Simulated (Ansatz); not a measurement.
Species: sum formula ZrOF, net charge 0, doublet state. The spin state was set by rule; other spins were not relaxed. 
Geometry from a B3LYP-D3(BJ)/def2-TZVP (Ansatz, a program for electronic structure) optimisation:
```
Zr
O 1 1.7392
F 1 1.9208 2 108.44
```
Charge 0, spin multiplicity 2.

Quantity: atomisation energy (electronic, to ground-state atoms), in kJ/mol. Correlated levels leave the core frozen unless marked. UHF or UKS for open shells. Spin-orbit coupling is left out. The frozen core is the preceding noble-gas configuration, with the filled d and f shells of earlier blocks. Past Kr the def2 sets carry scalar-relativistic core potentials. The coupled-cluster limit lacks core correlation, which all-electron functionals hold. Basis-set limits of correlation are two-point, X^-3; Hartree-Fock from the larger set.

```tsv
level	program	atomisation energy (kJ/mol)
HF/def2-QZVPP	Ansatz	851.4
HF/def2-QZVPPD	Ansatz	851.8
PBE/def2-TZVPD	Ansatz	1465.7
PBE-D3(BJ)/def2-TZVPD	Ansatz + dftd3	1469.0
CAM-B3LYP-D4/def2-TZVPD	Ansatz + dftd4	1363.4
LC-wPBE/def2-TZVPD	Ansatz	1386.6
B2PLYP-D4/def2-TZVPD	Ansatz + dftd4	1378.6
```

Task: What does CCSD(T)/CBS(def2-TZVPP,def2-QZVPP) (Ansatz) give?

Result: 1368.8 kJ/mol
